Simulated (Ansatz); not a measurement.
Species: GeNH5, charge 0, singlet. GeNH5 (SMILES [NH2][GeH3]).
B3LYP-D3(BJ)/def2-TZVP minimum from Ansatz (a program for electronic structure):
```xyz
7

Ge    -0.3608     0.0367     0.0268
N      1.4733    -0.1252    -0.1966
H     -1.0149    -0.9240    -0.9788
H     -0.7169     1.4983    -0.2885
H     -0.8670    -0.3066     1.4499
H      1.8192    -1.0659    -0.0557
H      2.0117     0.4993     0.3904
```

Total energies in hartree (Ansatz). Radicals and triplets start from unrestricted determinants; spin-orbit coupling is neglected. Cores are frozen in correlated methods (noble-gas shells, and filled d and f shells in the p block). No relativity. Where a partner has so few electrons that a lower coupled-cluster level is exact, that level stands in.

```csv
species,HF/cc-pVTZ,CCSD(T)/cc-pVTZ,HF/cc-pVQZ,CCSD(T)/cc-pVQZ,CCSDT(Q)/cc-pVTZ
1: GeNH5 (SMILES [GeH3][NH2]),-2132.78932,-2133.18138,-2132.79814,-2133.21153,-2133.18258
2: Ge (triplet),-2075.36107,-2075.42794,-2075.36359,-2075.43284,-2075.42848
3: N (quartet),-54.40069,-54.51471,-54.40372,-54.52482,-54.51507
4: H (doublet),-0.49981,-0.49981,-0.49995,-0.49995,-0.49981
```

### Question
Work out the atomisation energy (electronic, to ground-state atoms) in kcal/mol: take Hartree-Fock from cc-pVQZ, extrapolate the CCSD(T) correlation energy as X^-3 (X = 3, 4), and add CCSDT(Q) - CCSD(T) in cc-pVTZ. 1 hartree = 627.51 kcal/mol.

### Answer

Species 1: correlation (64·(-0.41339) - 27·(-0.39206))/37 = -0.42896; step -0.00120; E1 = -2132.79814 + (-0.42896) + (-0.00120) = -2133.22830
Species 2: correlation (64·(-0.06925) - 27·(-0.06687))/37 = -0.07099; step -0.00054; E2 = -2075.36359 + (-0.07099) + (-0.00054) = -2075.43512
Species 3: correlation (64·(-0.12110) - 27·(-0.11402))/37 = -0.12627; step -0.00036; E3 = -54.40372 + (-0.12627) + (-0.00036) = -54.53035
Species 4: correlation (64·(0.00000) - 27·(0.00000))/37 = 0.00000; step +0.00000; E4 = -0.49995 + (0.00000) + (+0.00000) = -0.49995
-1·E1 +1·E2 +1·E3 +5·E4 = 0.76308 hartree = 478.8 kcal/mol.
